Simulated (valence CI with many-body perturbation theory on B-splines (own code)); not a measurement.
# E1 line list for Nd46+

Level of theory: relativistic CI+MBPT: four valence electrons over a frozen Dirac-Fock core [Ne], radial functions for each j: 11 s, 11 p, 9 d, 7 f, 5 g, 2 h, 1 i, with the one-electron correlation potential Σ1, the two-electron term Σ2, the three-electron term Σ3, Breit, model QED; selected CI, second order for the rest (own B-spline code, finite nucleus).

The last digits are not significant, and no measured levels were compared; by estimate large intervals hold to a few tenths of a per cent, small ones and those within an open d or f shell to about a per cent.

Lines 1 to 50 of 238 in falling wavelength, among levels below 640.34 eV, chosen from the strongest by gf and those to the six lowest levels. Wavelengths and rates use the calculated energies. Electric multipoles are in the length gauge, E1 and E2 with the static RPA response of the core. Weak lines are less certain than strong ones. Lines between different terms over intervals too small for the method are left out, as are lines whose strength nearly cancels. The highest levels of a list are the least certain.

Levels are named by their leading jj configuration (3d3/2^4 stands for four electrons in 3d with j = 3/2), which in mixed levels can hold well under half, so a name can repeat and another be missing. Letters in brackets count levels of one name in rising energy.

| λ vac (Å) | Upper | Lower | A (s⁻¹) | log gf | Branch % |
| --- | --- | --- | --- | --- | --- |
| 2164 | (3s 3p1/2^2 3p3/2) J=1 | (3s^2 3p3/2^2) J=2 | 5.71e+04 | -3.92 | 0.0 |
| 1228 | (3s^2 3p3/2^2) J=0 | (3s 3p1/2^2 3p3/2) J=1 | 1.79e+05 | -4.39 | 0.6 |
| 743.2 | (3s^2 3p3/2^2) J=2 | (3s 3p1/2^2 3p3/2) J=2 | 3.31e+05 | -3.86 | 1.5 |
| 394.5 | (3s^2 3p1/2 3d3/2) J=2 | (3s^2 3p3/2^2) J=2 | 7.49e+05 | -4.06 | 0.0 |
| 197.4 | (3s^2 3p1/2 3d3/2) J=1 | (3s^2 3p3/2^2) J=2 | 1.64e+07 | -3.54 | 0.0 |
| 171.7 | (3s^2 3p1/2 3d5/2) J=2 | (3s^2 3p3/2^2) J=2 | 1.03e+08 | -2.64 | 0.1 |
| 166.8 | (3s^2 3p1/2 3d5/2) J=3 | (3s^2 3p3/2^2) J=2 | 7.13e+07 | -2.68 | 0.1 |
| 146.7 | (3s 3p1/2 3p3/2 3d3/2) J=3 [a] | (3s^2 3p3/2 3d3/2) J=2 | 1.22e+09 | -1.56 | 5.1 |
| 128.3 | (3s 3p1/2 3p3/2 3d3/2) J=4 | (3s^2 3p3/2 3d3/2) J=3 | 4.33e+09 | -1.02 | 44.3 |
| 128.1 | (3s 3p1/2^2 3d3/2) J=2 | (3s^2 3p1/2 3d3/2) J=1 | 3.96e+09 | -1.31 | 14.7 |
| 126.1 | (3s 3p1/2 3p3/2 3d5/2) J=4 [a] | (3s^2 3p3/2 3d5/2) J=4 | 1.46e+09 | -1.50 | 72.4 |
| 117.2 | (3s 3p1/2 3p3/2 3d5/2) J=4 [b] | (3s^2 3p3/2 3d5/2) J=3 | 3.26e+09 | -1.22 | 3.0 |
| 115.5 | (3s 3p1/2 3p3/2 3d3/2) J=2 [c] | (3s^2 3p3/2 3d3/2) J=2 | 3.38e+09 | -1.47 | 1.1 |
| 114.7 | (3s 3p1/2 3p3/2^2) J=2 [a] | (3s^2 3p3/2^2) J=2 | 5.72e+08 | -2.25 | 0.3 |
| 112.7 | (3s 3p1/2 3p3/2 3d3/2) J=2 [a] | (3s 3p1/2 3p3/2^2) J=1 [b] | 2.12e+09 | -1.69 | 1.2 |
| 112.2 | (3s 3p1/2 3p3/2 3d3/2) J=3 [b] | (3s^2 3p3/2 3d3/2) J=2 | 1.59e+09 | -1.68 | 0.3 |
| 111.7 | (3s 3p1/2 3p3/2 3d3/2) J=3 [b] | (3s^2 3p3/2 3d3/2) J=3 | 1.93e+09 | -1.60 | 0.4 |
| 109.5 | (3s 3p1/2^2 3p3/2) J=2 | (3s^2 3p1/2 3p3/2) J=2 | 5.65e+09 | -1.29 | 43.1 |
| 109.2 | (3s 3p1/2 3p3/2 3d3/2) J=1 [b] | (3s^2 3p3/2 3d3/2) J=0 | 3.75e+09 | -1.70 | 0.6 |
| 108.4 | (3s 3p1/2 3p3/2 3d3/2) J=2 [d] | (3s^2 3p3/2 3d3/2) J=1 | 3.87e+09 | -1.47 | 0.5 |
| 108.0 | (3s 3p1/2 3p3/2 3d5/2) J=5 | (3s^2 3p3/2 3d5/2) J=4 | 1.11e+10 | -0.67 | 100.0 |
| 106.4 | (3s 3p1/2 3p3/2 3d5/2) J=4 [c] | (3s^2 3p3/2 3d5/2) J=3 | 5.55e+09 | -1.07 | 1.8 |
| 105.1 | (3s 3p1/2 3p3/2 3d3/2) J=2 [a] | (3s 3p1/2 3p3/2^2) J=2 [b] | 3.93e+09 | -1.49 | 2.3 |
| 104.9 | (3s 3p1/2 3p3/2 3d5/2) J=1 [a] | (3s^2 3p3/2 3d5/2) J=2 | 3.70e+09 | -1.74 | 0.8 |
| 104.5 | (3s 3p1/2 3p3/2^2) J=3 | (3s^2 3p3/2^2) J=2 | 7.25e+09 | -1.08 | 6.9 |
| 103.8 | (3s 3p1/2 3p3/2 3d5/2) J=3 [a] | (3s^2 3p3/2 3d5/2) J=2 | 6.79e+09 | -1.11 | 3.6 |
| 103.3 | (3s 3p1/2^2 3d5/2) J=3 | (3s^2 3p1/2 3d5/2) J=3 | 8.10e+09 | -1.04 | 8.7 |
| 103.0 | (3s 3p1/2 3p3/2 3d3/2) J=3 [c] | (3s^2 3p3/2 3d3/2) J=2 | 2.28e+09 | -1.60 | 0.5 |
| 102.9 | (3s 3p1/2^2 3p3/2) J=2 | (3s^2 3p1/2 3p3/2) J=1 | 7.46e+09 | -1.23 | 56.9 |
| 102.8 | (3s 3p1/2 3p3/2 3d3/2) J=1 [c] | (3s^2 3p3/2 3d3/2) J=1 | 5.65e+09 | -1.57 | 0.9 |
| 102.5 | (3s 3p1/2 3p3/2 3d3/2) J=3 [c] | (3s^2 3p3/2 3d3/2) J=3 | 6.55e+09 | -1.14 | 1.4 |
| 102.1 | (3s 3p1/2 3p3/2^2) J=1 [a] | (3s^2 3p3/2^2) J=0 | 5.30e+09 | -1.60 | 2.0 |
| 101.5 | (3s 3p1/2^2 3d5/2) J=3 | (3s^2 3p1/2 3d5/2) J=2 | 1.22e+10 | -0.88 | 13.2 |
| 101.4 | (3s 3p1/2 3p3/2 3d5/2) J=1 [c] | (3s^2 3p3/2 3d5/2) J=1 | 7.64e+09 | -1.45 | 2.2 |
| 100.6 | (3s 3p1/2^2 3d3/2) J=1 | (3s^2 3p1/2 3d3/2) J=2 | 1.58e+10 | -1.14 | 56.9 |
| 99.63 | (3s 3p1/2 3p3/2 3d5/2) J=2 [c] | (3s^2 3p3/2 3d5/2) J=1 | 8.87e+09 | -1.18 | 2.1 |
| 97.05 | (3s 3p1/2 3p3/2 3d3/2) J=2 [e] | (3s^2 3p3/2 3d5/2) J=2 | 4.11e+09 | -1.54 | 0.6 |
| 96.71 | (3s 3p1/2^2 3d3/2) J=2 | (3s^2 3p1/2 3d3/2) J=2 | 1.19e+10 | -1.08 | 44.0 |
| 96.51 | (3s 3p1/2 3p3/2 3d5/2) J=3 [b] | (3s^2 3p3/2 3d5/2) J=2 | 5.09e+09 | -1.30 | 1.6 |
| 96.29 | (3p1/2^2 3p3/2^2) J=0 | (3s 3p1/2 3p3/2^2) J=1 [b] | 1.49e+10 | -1.68 | 4.7 |
| 95.70 | (3s 3p1/2 3p3/2 3d5/2) J=3 [d] | (3s^2 3p3/2 3d5/2) J=3 | 1.09e+10 | -0.98 | 2.0 |
| 95.08 | (3s 3p1/2^2 3d5/2) J=2 | (3s^2 3p1/2 3d5/2) J=3 | 1.85e+10 | -0.90 | 18.3 |
| 95.05 | (3s 3p1/2 3p3/2 3d5/2) J=2 [c] | (3s^2 3p3/2 3d5/2) J=3 | 4.09e+09 | -1.56 | 1.0 |
| 94.91 | (3s 3p1/2 3p3/2 3d5/2) J=2 [d] | (3s^2 3p3/2 3d5/2) J=1 | 5.20e+09 | -1.45 | 0.6 |
| 94.24 | (3s 3p1/2 3p3/2 3d3/2) J=2 [b] | (3s 3p1/2 3p3/2^2) J=2 [b] | 5.45e+09 | -1.44 | 2.2 |
| 94.20 | (3s 3p1/2 3p3/2^2) J=1 [b] | (3s^2 3p3/2^2) J=0 | 4.59e+09 | -1.74 | 0.6 |
| 93.96 | (3s 3p1/2 3p3/2 3d5/2) J=2 [b] | (3s^2 3p3/2 3d5/2) J=2 | 6.94e+09 | -1.34 | 1.0 |
| 93.54 | (3s 3p1/2^2 3d5/2) J=2 | (3s^2 3p1/2 3d5/2) J=2 | 5.09e+09 | -1.48 | 5.0 |
| 93.07 | (3s 3p1/2 3p3/2 3d5/2) J=4 [b] | (3s^2 3p3/2 3d5/2) J=4 | 3.96e+09 | -1.33 | 3.6 |
| 92.65 | (3s 3p1/2 3p3/2 3d3/2) J=2 [b] | (3s 3p1/2 3p3/2^2) J=1 [a] | 4.11e+09 | -1.58 | 1.7 |
